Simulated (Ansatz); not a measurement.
Results of the Gaussian-basis code of Ansatz.

A structure relaxed at PBE0-D4/def2-TZVP, charge 0, multiplicity 1:

| atom | x (Å) | y (Å) | z (Å) |
| --- | --- | --- | --- |
| F1 | -0.731 | 1.008 | -1.192 |
| Ga2 | 0.000 | 0.000 | 0.000 |
| F3 | -0.257 | 0.320 | 1.674 |
| F4 | 0.988 | -1.328 | -0.482 |

(1) Give its formula and SMILES.

(2) Point group (tolerance 0.08 Å, 0.16 Å for H)?

(3) Summarise the bond lengths by kind.

## Answers

(1) F3Ga, `[F][Ga]([F])[F]`.

(2) D3h.

(3) 3 × F–Ga 1.724 Å.
